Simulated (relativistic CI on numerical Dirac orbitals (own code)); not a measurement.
**Electric-dipole transitions in Nd56+**

These numbers are calculated, not measured: Dirac-Coulomb-Breit CI, orbitals from a KLI potential per configuration, QED by a radiative potential, unscaled Slater integrals (own radial code, finite nucleus).

CI space (outside the closed core 1s2): 2s2, 2s 2p, 2p2, 2p 3s, 2p 3p, 2s 3s, 2s 3p, 2s 3d, 2s 4s, 2s 4p, 2s 4d, 2s 4f, 2s 5s, 3s2, 2s 5p, 2s 5d, 2s 5f, 2s 5g, 3s 3p, 3p2. Levels of other configurations are missing.

| λ vac (nm) | Lower | Upper | A (s⁻¹) | log gf | S velocity/length |
| --- | --- | --- | --- | --- | --- |
| 0.13572 | 2s 2p 3P°_1 [3] | 2s 4d 3D_2 [42] | 2.14e+14 | -0.53 | 0.99 |
| 0.14415 | 2s 2p 3P°_2 [5] | 2s 4d 3D_3 [43] | 2.32e+14 | -0.30 | 0.99 |
| 0.14528 | 2s 2p 1P°_1 [6] | 2s 4d 1D_2 [44] | 2.16e+14 | -0.47 | 0.99 |
| 0.17510 | 2s 2p 3P°_2 [5] | 2p 3p 3D_3 [31] | 2.08e+14 | -0.17 | 0.99 |
| 0.17541 | 2s2 1S_0 [1] | 2s 3p 1P°_1 [20] | 2.86e+14 | -0.40 | 0.99 |
| 0.17559 | 2s 2p 3P°_1 [3] | 2p 3p 3D_2 [26] | 2.01e+14 | -0.33 | 0.98 |
| 0.17627 | 2s 2p 1P°_1 [6] | 2p 3p 3P_2 [33] | 1.28e+14 | -0.53 | 0.98 |
| 0.17798 | 2s 2p 3P°_0 [2] | 2s 3d 3D_1 [21] | 3.68e+14 | -0.28 | 0.99 |
| 0.17858 | 2s 2p 3P°_1 [3] | 2s 3d 3D_2 [22] | 6.53e+14 | 0.19 | 0.99 |
| 0.17866 | 2s 2p 3P°_1 [3] | 2s 3d 3D_1 [21] | 1.58e+14 | -0.64 | 0.99 |
| 0.17904 | 2s 2p 3P°_2 [5] | 2p 3p 3D_2 [30] | 1.42e+14 | -0.47 | 0.99 |
| 0.17909 | 2s 2p 3P°_2 [5] | 2p 3p 3P_1 [29] | 2.23e+14 | -0.49 | 0.99 |
| 0.17976 | 2s 2p 3P°_0 [2] | 2p 3p 3D_1 [17] | 1.71e+14 | -0.60 | 0.99 |
| 0.17995 | 2s2 1S_0 [1] | 2s 3p 3P°_1 [14] | 1.78e+14 | -0.59 | 0.99 |
| 0.18046 | 2s 2p 3P°_1 [3] | 2p 3p 3D_1 [17] | 2.48e+14 | -0.44 | 0.99 |
| 0.18092 | 2s 2p 1P°_1 [6] | 2p 3p 3D_2 [30] | 1.39e+14 | -0.47 | 0.99 |
| 0.19271 | 2s 2p 3P°_2 [5] | 2s 3d 3D_3 [23] | 7.26e+14 | 0.45 | 0.99 |
| 0.19403 | 2s 2p 3P°_2 [5] | 2s 3d 3D_2 [22] | 1.42e+14 | -0.40 | 0.99 |
| 0.19448 | 2s 2p 1P°_1 [6] | 2s 3d 1D_2 [24] | 6.20e+14 | 0.24 | 0.99 |
| 0.38171 | 2s 3p 3P°_2 [18] | 2s 5d 3D_3 [57] | 3.68e+13 | -0.25 | 0.99 |
| 0.38507 | 2s 3d 3D_2 [22] | 2s 5f 3F°_3 [60] | 4.58e+13 | -0.15 | 1.00 |
| 0.38976 | 2s 3d 3D_3 [23] | 2s 5f 3F°_4 [61] | 4.92e+13 | 0.00 | 1.00 |
| 0.39134 | 2s 3d 1D_2 [24] | 2s 5f 1F°_3 [62] | 4.48e+13 | -0.14 | 0.99 |
| 0.50791 | 2s 3s 3S_1 [11] | 2s 4p 3P°_2 [39] | 2.73e+13 | -0.28 | 1.01 |
| 0.51790 | 2s 3p 3P°_1 [14] | 2s 4d 3D_2 [42] | 5.93e+13 | 0.08 | 1.00 |
| 0.51810 | 2s 3p 3P°_0 [13] | 2s 4d 3D_1 [41] | 4.07e+13 | -0.31 | 1.00 |
| 0.55271 | 2s 3p 3P°_2 [18] | 2s 4d 3D_3 [43] | 7.43e+13 | 0.38 | 1.00 |
| 0.55368 | 2s 3p 1P°_1 [20] | 2s 4d 1D_2 [44] | 6.46e+13 | 0.17 | 1.00 |
| 0.55809 | 2s 3d 3D_1 [21] | 2s 4f 3F°_2 [45] | 1.22e+14 | 0.46 | 1.00 |
| 0.55883 | 2s 3d 3D_2 [22] | 2s 4f 3F°_3 [46] | 1.35e+14 | 0.64 | 1.00 |
| 0.56752 | 2s 3d 3D_3 [23] | 2s 4f 3F°_4 [47] | 1.47e+14 | 0.81 | 1.00 |
| 0.57076 | 2s 3d 1D_2 [24] | 2s 4f 1F°_3 [48] | 1.33e+14 | 0.66 | 1.00 |
| 1.1295 | 2s 4p 3P°_1 [38] | 2s 5d 3D_2 [56] | 1.18e+13 | 0.05 | 0.99 |
| 1.1957 | 2s 4p 1P°_1 [40] | 2s 5d 1D_2 [58] | 1.41e+13 | 0.18 | 1.00 |
| 1.1959 | 2s 4p 3P°_2 [39] | 2s 5d 3D_3 [57] | 1.53e+13 | 0.36 | 1.00 |
| 1.2049 | 2s 4d 3D_1 [41] | 2s 5f 3F°_2 [59] | 2.31e+13 | 0.40 | 1.00 |
| 1.2068 | 2s 4d 3D_2 [42] | 2s 5f 3F°_3 [60] | 2.52e+13 | 0.58 | 1.00 |
| 1.2235 | 2s 4d 3D_3 [43] | 2s 5f 3F°_4 [61] | 2.73e+13 | 0.74 | 1.00 |
| 1.2285 | 2s 4d 1D_2 [44] | 2s 5f 1F°_3 [62] | 2.61e+13 | 0.62 | 1.00 |
| 1.2313 | 2s 4f 3F°_2 [45] | 2s 5g 3G_3 [64] | 4.17e+13 | 0.82 | 1.00 |
| 1.2316 | 2s 4f 3F°_3 [46] | 2s 5g 3G_4 [63] | 4.35e+13 | 0.95 | 1.00 |
| 1.2397 | 2s 4f 3F°_4 [47] | 2s 5g 3G_5 [65] | 4.49e+13 | 1.06 | 1.00 |
| 1.2408 | 2s 4f 1F°_3 [48] | 2s 5g 1G_4 [66] | 4.35e+13 | 0.96 | 1.00 |
| 1.6031 | 2s2 1S_0 [1] | 2s 2p 1P°_1 [6] | 1.64e+12 | -0.72 | 1.03 |
| 5.3980 | 2s 3s 3S_1 [11] | 2s 3p 3P°_2 [18] | 1.91e+11 | -0.38 | 1.01 |

Terms are leading LS components. Brackets give the number of a level in order of energy, since labels repeat. The list gives strong lines, with weight on those to low levels, among the lowest 66 of 76 levels, so that lines to higher ones, which can be the strongest, are missing. Levels whose partners in the same complex of configurations lie outside the list can be far off, and so can their lines. Rates are taken at the computed energies, electric ones in the length gauge. A velocity-to-length ratio far from 1 marks an uncertain rate.

At this charge energies of transitions that change n are usually good to better than 1 %, and those within a shell (Δn = 0) to a few per cent.

LS names give the leading component of a level, which can be under half, so a name can repeat, a term be missing and a line seem to break the LS rules.
